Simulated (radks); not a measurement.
The erbium anion Er- inside a hard spherical wall (all orbitals vanish at R), configuration held at [Xe] 4f13 6s2 and not refilled when levels cross. All-electron calculation, scalar-relativistic Kohn-Sham, LDA (Slater exchange, VWN5 correlation), spin-polarised, spherical densities, point nucleus; open shells are filled with parallel spins first (spin-orbit coupling, left out, can overturn this in heavy ions). Program: a radial shooting solver on a logarithmic mesh with Libxc functionals. Eigenvalues in eV for spin up, with the zero of energy where the potential of the charges vanishes at infinity; a dash marks a level that is unbound or too diffuse for the functional's potential to be trusted. A positive occupied level is held by the wall or, in an anion where self-interaction has pushed it up, behind a barrier. The pressure on the wall is -dE/dV.

| R (bohr) | E (hartree) | kinetic (hartree) | e(5s) | e(5p) | e(6s) | e(6p, empty) | e(5d, empty) | e(4f) | pressure (GPa) |
|---|---|---|---|---|---|---|---|---|---|
| 12 | -13078.0868 | 14177.223 | -45.031 | -19.813 | 0.599 | - | - | 4.063 | 0.128 |
| 8 | -13078.0189 | 14177.352 | -41.798 | -16.738 | 2.539 | 5.307 | 6.161 | 7.471 | 1.43 |
| 7 | -13077.9646 | 14177.504 | -40.435 | -15.439 | 3.726 | - | - | 8.883 | 3.54 |
| 6 | -13077.8558 | 14177.814 | -38.561 | -13.671 | 5.794 | 10.149 | 9.526 | 10.848 | 10.1 |
| 5 | -13077.6087 | 14178.547 | -35.790 | -11.096 | 9.880 | 16.109 | 12.812 | 13.831 | 35.5 |
| 1.5 | -13007.7301 | 14391.014 | 123.67 | 170.87 | 489.35 | 545.35 | 244.17 | 162.69 | 194000 |
